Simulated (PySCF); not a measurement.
# Magnetisability: [C₇H₈Br]+, charge +1

Geometry (Å), atoms numbered from 1 in this order:
```xyz
16

C    -2.7178    0.6462   -1.0016
C    -1.6556    0.3300   -0.1243
C    -0.7147    0.0482    0.6146
C     0.1537   -0.1015    1.8081
C     0.7514   -0.6668    0.5949
C     1.7523    0.0226   -0.1725
C     2.4410   -0.5759   -1.1612
Br    3.7802    0.2815   -2.1238
H    -2.3399    0.7169   -2.0259
H    -3.1216    1.6300   -0.7476
H    -3.5092   -0.1019   -0.9564
H    -0.2389   -0.7720    2.5621
H     0.5433    0.8324    2.1959
H     0.6367   -1.7294    0.4075
H     1.9551    1.0555    0.0763
H     2.2765   -1.6069   -1.4443
```

Total charge +1.

Method: PySCF 2.14.0, GIAO PBE0/pcSseg-1 magnetisability, rotational g tensor and spin-rotation constants, non-relativistic, gas phase. Geometry: GFN2-xTB.

The bonding changed while the geometry was optimised; results refer to the coordinates, not to the name. The calculation is non-relativistic, which matters for the atoms heavier than Zn. For an ion the centre-of-mass motion in the field is neglected.

Question: What are the magnetisability and the molar susceptibility?

Answer: Isotropic -1427 × 10⁻³⁰ J/T², or -85.9 × 10⁻⁶ cm³/mol; principal values -1605, -1431, -1245 × 10⁻³⁰ J/T², anisotropy 313 × 10⁻³⁰ J/T² (root of half the summed squared differences of the principal values). The susceptibility is in cgs units.

Question: Split it along the inertial axes a, b, c into diamagnetic and paramagnetic parts about the centre of mass, with the quadrupole moment.

Answer: 
```tsv
axis	χ (10⁻⁶ cm³/mol)	diamagnetic (10⁻⁶ cm³/mol)	paramagnetic (10⁻⁶ cm³/mol)	summed x² of all electrons (Å²)	quadrupole Θ (D Å)
a	-87.8	-533.7	445.9	543.6	+34.20
b	-94.0	-2416.3	2322.3	99.9	-10.21
c	-76.0	-2730.2	2654.2	25.9	-23.99
```
Anisotropies 2χaa − χbb − χcc = -5.6 and 2χbb − χaa − χcc = -24.3 × 10⁻⁶ cm³/mol. Θ is traceless in Buckingham's convention.

Question: And the rotational g tensor?

Answer: 
```tsv
axis	rotational constant (GHz)	g	nuclear part	electronic part
a	2.9209	+0.0042	0.6161	-0.6119
b	0.4681	+0.0078	0.5185	-0.5107
c	0.4167	+0.0050	0.5245	-0.5195
```
Asymmetric top; isotopes 79Br, 12C, 1H; no vibrational averaging.
